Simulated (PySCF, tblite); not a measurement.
Isomers of C5H14SSi2. Calculated harmonic vibrations of the isolated species, GFN2-xTB (tblite), most abundant isotopes, no scaling. This tight-binding method is rough: wavenumbers can miss measured ones by several per cent, in bad cases by 10 to 20. Modes of hydrogen on silicon can be 10 to 20 % off. One conformer each.

Electronic energies: PBE0/pcSseg-1 single points on the GFN2-xTB geometries (PySCF, gas phase).

```json
{"SMILES": "C=C(C)[SiH2]S[SiH](C)C", "electronic energy, lowest = 0 (kcal/mol)": "0.0"}
{"SMILES": "[SiH3][C@@H]1CSCCC[SiH2]1", "electronic energy, lowest = 0 (kcal/mol)": "34.9"}
{"SMILES": "CS/C=C/[C@@H](C)[SiH2][SiH3]", "electronic energy, lowest = 0 (kcal/mol)": "57.8"}
{"SMILES": "CS[C@H]1C[C@H]([SiH2][SiH3])C1", "electronic energy, lowest = 0 (kcal/mol)": "60.2"}
```

How do GFN2-xTB zero-point energies change the relative energies?

```json
{"SMILES": "C=C(C)[SiH2]S[SiH](C)C", "ZPE (kcal/mol)": "106.7", "of it from modes above 1550 cm⁻¹": "59.9", "electronic (kcal/mol)": "0.0", "with ZPE, lowest = 0 (kcal/mol)": "0.0", "lowest mode (cm⁻¹)": "25", "rings": "0"}
{"SMILES": "[SiH3][C@@H]1CSCCC[SiH2]1", "ZPE (kcal/mol)": "106.6", "of it from modes above 1550 cm⁻¹": "54.2", "electronic (kcal/mol)": "34.9", "with ZPE, lowest = 0 (kcal/mol)": "34.8", "lowest mode (cm⁻¹)": "54", "rings": "1"}
{"SMILES": "CS/C=C/[C@@H](C)[SiH2][SiH3]", "ZPE (kcal/mol)": "103.4", "of it from modes above 1550 cm⁻¹": "57.1", "electronic (kcal/mol)": "57.8", "with ZPE, lowest = 0 (kcal/mol)": "54.6", "lowest mode (cm⁻¹)": "14", "rings": "0"}
{"SMILES": "CS[C@H]1C[C@H]([SiH2][SiH3])C1", "ZPE (kcal/mol)": "105.0", "of it from modes above 1550 cm⁻¹": "54.4", "electronic (kcal/mol)": "60.2", "with ZPE, lowest = 0 (kcal/mol)": "58.6", "lowest mode (cm⁻¹)": "14i", "rings": "1"}
```

The zero-point energies span 3.3 kcal/mol, from `CS/C=C/[C@@H](C)[SiH2][SiH3]` to `C=C(C)[SiH2]S[SiH](C)C`. Slightly imaginary modes are left out of the zero-point energy: `CS[C@H]1C[C@H]([SiH2][SiH3])C1` 14.1i cm⁻¹. The order is unchanged.

And how do the electronic energies of GFN2-xTB itself compare?

`C=C(C)[SiH2]S[SiH](C)C` 0.0; `[SiH3][C@@H]1CSCCC[SiH2]1` 12.1; `CS/C=C/[C@@H](C)[SiH2][SiH3]` 35.5; `CS[C@H]1C[C@H]([SiH2][SiH3])C1` 28.4 kcal/mol, lowest = 0. Against the energies above, taken from the same isomer `C=C(C)[SiH2]S[SiH](C)C`, the largest difference is 31.8 kcal/mol.
